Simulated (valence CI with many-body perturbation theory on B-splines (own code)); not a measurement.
**From CI to CI+MBPT in Fe V**

Level of theory: relativistic CI+MBPT: four valence electrons over a frozen Dirac-Fock core [Ar], a basis of 9 s, 9 p, 10 d, 8 f, 5 g, 3 h, 1 i functions for each j, with the one-electron correlation potential Σ1 (screened to all orders), the two-electron term Σ2, the three-electron term Σ3, Breit, model QED; selected single and double excitations, second order for the rest, scaled by the run's own slope (own B-spline code, finite nucleus).

Against 60 measured levels this calculation errs by 1841 cm⁻¹ on average and by 4484 at most. These come from a selection out of Corliss and Sugar, J. Phys. Chem. Ref. Data 11, 135 (1982). Levels without a partner in it may be off by more, other configurations by 1,000 to 8,000 cm⁻¹. Only levels of the ground parity were solved; by the run's estimate the other parity begins above the list, which can be wrong where configurations are misplaced.

Each rung adds one term. CI alone is the Dirac-Coulomb CI over the frozen core; QED comes last and gives the full result, which names the levels. Energies are above 3d⁴ ⁵D_0 on the same rung, in cm⁻¹. A blank means that the level has no clear partner on that rung.

Letters in brackets count levels of one name in rising energy.

| Level | CI alone |
| --- | --- |
| 3d⁴ ⁵D_1 | 137 |
| 3d⁴ ⁵D_2 | 395 |
| 3d⁴ ⁵D_3 | 763 |
| 3d⁴ ⁵D_4 | 1226 |
| 3d⁴ ³H_4 | 24247 |
| 3d⁴ ³H_5 | 24546 |
| 3d⁴ ³P_0 [a] | 23360 |
| 3d⁴ ³H_6 | 24948 |
| 3d⁴ ³P_1 [a] | 24152 |
| 3d⁴ ³F_2 [a] | 26388 |
| 3d⁴ ³F_3 [a] | 26505 |
| 3d⁴ ³P_2 [a] | 25521 |
| 3d⁴ ³F_4 [a] | 26668 |
| 3d⁴ ³G_3 | 29875 |
| 3d⁴ ³G_4 | 30212 |
| 3d⁴ ³G_5 | 30520 |

**Question.** What do these energies become with core correlation, Breit and QED?

**Answer.** 3d⁴ ⁵D_1 143 (+6.1); 3d⁴ ⁵D_2 415 (+20); 3d⁴ ⁵D_3 797 (+34); 3d⁴ ⁵D_4 1271 (+45); 3d⁴ ³H_4 23930 (-317); 3d⁴ ³H_5 24215 (-331); 3d⁴ ³P_0 [a] 24419 (+1059); 3d⁴ ³H_6 24510 (-438); 3d⁴ ³P_1 [a] 25320 (+1168); 3d⁴ ³F_2 [a] 26626 (+238); 3d⁴ ³F_3 [a] 26685 (+180); 3d⁴ ³P_2 [a] 26796 (+1275); 3d⁴ ³F_4 [a] 26805 (+137); 3d⁴ ³G_3 29275 (-600); 3d⁴ ³G_4 29598 (-615); 3d⁴ ³G_5 29860 (-660).

**Question.** How does the ionisation energy move along the ladder, and which term matters most?

**Answer.** CI alone 69.619, + Σ1 71.240, + Σ2 74.582, + Σ3 74.582, + Breit 74.589, + QED 74.593 eV. The largest step is Σ2, 3.343 eV. NIST lists 75 ± 0.15 eV (semi-empirical).
